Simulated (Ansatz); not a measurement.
Results of the Gaussian-basis code of Ansatz.

A structure relaxed at PBE0-D4/def2-TZVP, charge 0, multiplicity 1:

```json
{"atom": "C1", "x (Å)": "0.432", "y (Å)": "-0.557", "z (Å)": "-1.468"}
{"atom": "O2", "x (Å)": "-0.469", "y (Å)": "-0.551", "z (Å)": "-0.376"}
{"atom": "B3", "x (Å)": "-0.271", "y (Å)": "0.225", "z (Å)": "0.710"}
{"atom": "S4", "x (Å)": "-1.473", "y (Å)": "0.178", "z (Å)": "2.068"}
{"atom": "S5", "x (Å)": "1.186", "y (Å)": "1.314", "z (Å)": "0.824"}
{"atom": "H6", "x (Å)": "0.053", "y (Å)": "-1.267", "z (Å)": "-2.202"}
{"atom": "H7", "x (Å)": "0.495", "y (Å)": "0.434", "z (Å)": "-1.926"}
{"atom": "H8", "x (Å)": "1.430", "y (Å)": "-0.868", "z (Å)": "-1.149"}
{"atom": "H9", "x (Å)": "-2.278", "y (Å)": "-0.726", "z (Å)": "1.486"}
{"atom": "H10", "x (Å)": "0.895", "y (Å)": "1.818", "z (Å)": "2.033"}
```

Problem. Give its formula and SMILES.

Solution. CH5BOS2, `COB(S)S`.

Problem. Point group (tolerance 0.08 Å, 0.16 Å for H)?

Solution. Cs.

Problem. Summarise the bond lengths by kind.

Solution. 1 × C–O 1.415 Å; 3 × C–H 1.089 to 1.094 Å; 1 × B–O 1.350 Å; 2 × B–S 1.814 to 1.823 Å; 2 × H–S 1.341 to 1.343 Å.
